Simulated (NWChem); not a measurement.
System: GeH₂S, singlet; SMILES [SH][GeH]

Here is an NWChem input.

```
start job
memory heap 200 mb stack 900 mb global 1100 mb
geometry units angstroms noautosym nocenter noautoz
  Ge     0.016504     0.765716     0.001891
  H     -1.579305     0.788300     0.001949
  S     -0.048714    -1.453182     0.002789
  H      1.290174    -1.650018     0.002278
end
basis spherical
  * library def2-svpd
end
dft
  xc pbe0
  iterations 150
end
property
  response 1 0.0
end
task dft property
```

Low-valent species are run as closed-shell singlets; no triplet was tried in these runs. Structure relaxed at the PBE0/def2-SVP level.

Static field.

### Question
What results follow from this input? (PBE0/def2-SVPD.) Quantities: isotropic polarisability (bohr³); anisotropy (bohr³).

### Answer
```json
{
  "isotropic polarisability (bohr³)": "58.5",
  "anisotropy (bohr³)": "28.3"
}
```
